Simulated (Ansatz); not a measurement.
Species: C4H9O (charge 0, doublet). It need not be the lowest isomer of its formula. SMILES: O[CH]C(C)C
Coordinates optimised at B3LYP-D3(BJ)/def2-TZVP (Ansatz, an electronic-structure program):
```xyz
14

C     -1.6029    -0.8538    -0.3948
C     -0.4979     0.0205     0.1996
C     -0.5106     1.4306    -0.4224
C      0.8255    -0.6420     0.0484
O      1.8536    -0.0455     0.7368
H     -2.5783    -0.3804    -0.2719
H     -1.6348    -1.8336     0.0840
H     -1.4422    -1.0062    -1.4656
H     -0.6839     0.1362     1.2745
H     -0.3686     1.3735    -1.5047
H      0.2877     2.0445    -0.0055
H     -1.4642     1.9288    -0.2315
H      1.0862    -1.1519    -0.8760
H      2.6849    -0.4787     0.5181
```
Charge 0, spin multiplicity 2.

Quantity: atomisation energy (electronic, to ground-state atoms), in kcal/mol. Cores are frozen in the correlated levels unless marked. UHF or UKS for open shells. Spin-orbit coupling is left out. Non-relativistic. The coupled-cluster limit lacks core correlation, which all-electron functionals hold. CBS(X,Y): correlation extrapolated as X^-3; Hartree-Fock from the larger set.

```tsv
level	program	atomisation energy (kcal/mol)
B3LYP-D3(BJ)/def2-TZVPD	Ansatz + dftd3	1299.7
RPA@PBE/cc-pVQZ	Ansatz	1229.5
SCS-MP2/cc-pVDZ	Ansatz	1210.2
SCS-MP2/cc-pVQZ	Ansatz	1296.4
CCSD/CBS(cc-pVTZ,cc-pVQZ)	Ansatz	1278.0
CCSD(T)/cc-pwCVTZ	Ansatz	1268.3
CCSD(T)/CBS(cc-pVTZ,cc-pVQZ)	Ansatz	1296.2
```
